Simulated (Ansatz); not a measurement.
Ansatz (a quantum-chemistry and plane-wave program) input for NaF, SMILES [Na][F], PBE0/def2-TZVPD. Coordinates come from a B3LYP-D3(BJ)/def2-TZVPD optimisation.

Ansatz 0.2 input:
```yaml
crystal:
  periodic: [false, false, false]
  atoms:
    - {symbol: Na, position_ang: [0.00000000, 0.00000000, -0.87101917]}
    - {symbol: F, position_ang: [0.00000000, 0.00000000, 1.06457898]}
basis:
  gaussian:
    orbitals: def2-TZVPD
hamiltonian:
  xc: {name: PBE0}
```

Program output:

```
WARN ansatz: RAYON_NUM_THREADS=1 ignored (pool sized by the plan → 1); use --threads N
Functional definition: PBE0
integrals: 0.02 GiB planned
527 factors; their error is unknown
mean field: 0.16 GiB planned
mean field evaluation 1: about -7125.8767 eV, gradient 5.1e1 eV
mean field evaluation 2: about -7009.2201 eV, gradient 2.2e2 eV
mean field evaluation 4: about -7129.9662 eV, gradient 3.5e0 eV
mean field evaluation 8: about -7130.0191 eV, gradient 5.0e-2 eV
mean field -7130.01907524 eV, -262.0233681146 hartree, gradient 7.5e-6 eV, S^2 0.000000; 0 other end points of the search recorded, 0 dependent functions left out
reference -7130.01910094 eV, -262.0233690590 hartree; 10, 10 occupied and 65, 65 virtual orbitals, 527 factors
Total energy: -7130.01910094 eV, -262.0233690590 hartree
```

The calculation finished and met its thresholds.
